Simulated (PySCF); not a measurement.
**C₆ coefficients of unlike pairs at HSE06**

Calculated with PySCF 2.14 from the dipole response of each species, C₆(A,B) = (3/π) ∫ α_A(iu) α_B(iu) du, in atomic units, from isotropic polarisabilities. For ions this is the dispersion term alone; charge-induced terms of lower order in 1/R come first.

```json
{"species": "Ir⁺", "configuration": "[Xe] 4f14 5d7 6s1 (5F)", "basis": "aug-cc-pwCVTZ-PP with ECP60MDF (8s8p7d4f3g)", "relativity": "core potential", "α (bohr³)": "25.26", "C₆ (like pair)": "204.5"}
{"species": "Li⁺", "configuration": "1s2 (1S)", "basis": "aug-cc-pVQZ (6s5p4d3f2g)", "relativity": "none", "α (bohr³)": "0.1922", "C₆ (like pair)": "0.06950"}
{"species": "Ni⁺", "configuration": "[Ar] 3d9 (2D)", "basis": "def2-TZVPPD (6s6p4d2f1g)", "relativity": "none", "α (bohr³)": "6.037", "C₆ (like pair)": "13.33"}
{"species": "Zr⁺", "configuration": "[Kr] 4d2 5s1 (4F)", "basis": "def2-QZVPPD with the def2 core potential (28 electrons) (7s5p4d3f2g)", "relativity": "core potential", "α (bohr³)": "57.65", "C₆ (like pair)": "489.3"}
```

(1) Estimate C₆ for Zr⁺ with Ir⁺.

No spin-orbit coupling is included.

The other pairs:

| pair | C₆ |
| --- | --- |
| Zr⁺, Li⁺ | 3.651 |
| Zr⁺, Ni⁺ | 73.16 |
| Ni⁺, Li⁺ | 0.8520 |
| Ni⁺, Ir⁺ | 51.11 |
| Li⁺, Ir⁺ | 3.027 |

Results:

(1) The integral gives 299.4. The combination rule 2 C_A C_B / (C_A α_B/α_A + C_B α_A/α_B) gives 293.8 and the geometric mean 316.4.
